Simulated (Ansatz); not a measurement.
Cartesian coordinates in Å:
```
F 2.3635 -0.2633 0.2573
Si 1.0114 -0.9864 -0.2005
F 1.1159 -1.1265 -1.7911
Si -0.8346 0.3999 0.3399
H -0.7275 1.7428 -0.2901
H -0.8700 0.5275 1.8187
H -2.0586 -0.2940 -0.1342
```

Total charge 0; spin multiplicity 2.

(1) List the CAM-B3LYP/def2-TZVPP orbital energies in eV (Ansatz). (Best estimate.)

## Answers

(1) Computed: α occupied: -1802.98, -1801.41, -673.82, -673.82, -147.32, -146.03, -102.71, -102.67, -102.61, -101.38, -101.33, -101.33, -35.19, -34.68, -18.19, -16.99, -15.73, -14.97, -14.86, -14.17, -13.69, -11.96, -11.80, -11.39, -7.58. α empty: 0.67, 0.72, 1.63, 2.09, 2.40, 3.08, 4.84, 4.91. β occupied: -1802.90, -1801.39, -673.76, -673.76, -147.22, -146.00, -102.61, -102.55, -102.47, -101.31, -101.31, -101.30, -35.07, -34.55, -17.90, -16.81, -15.60, -14.82, -14.60, -13.90, -13.63, -11.79, -11.79, -10.82. β empty: -1.87, 0.85, 1.04, 1.74, 2.19, 2.57, 3.16, 4.97. ⟨S²⟩ = 0.755.
